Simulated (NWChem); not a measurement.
# CH₂ClF₃Si; SMILES F[Si@H](Cl)C(F)F

```xyz
8

F     -0.1615     2.2957    -0.5915
C      0.5825     1.2051    -0.2684
F      1.0496     1.3596     0.9915
Si    -0.5380    -0.3399    -0.3787
F     -1.6486    -0.2492     0.7870
Cl     0.6265    -1.9923    -0.0663
H      1.4499     1.1680    -0.9555
H     -1.2204    -0.4260    -1.6887
```
Atoms are numbered in this order, from 1.

Results from NWChem. Geometry: optimised at PBE0/def2-SVP.

For level Hartree-Fock/def2-SVP:

- orbital gap (eV) = 16.57
- dipole (D) = 2.78

Problem. What are these values for level Hartree-Fock/pcseg-1?

Solution. 
| Quantity | Result |
|---|---|
| orbital gap (eV) | 15.99 |
| dipole (D) | 2.97 |
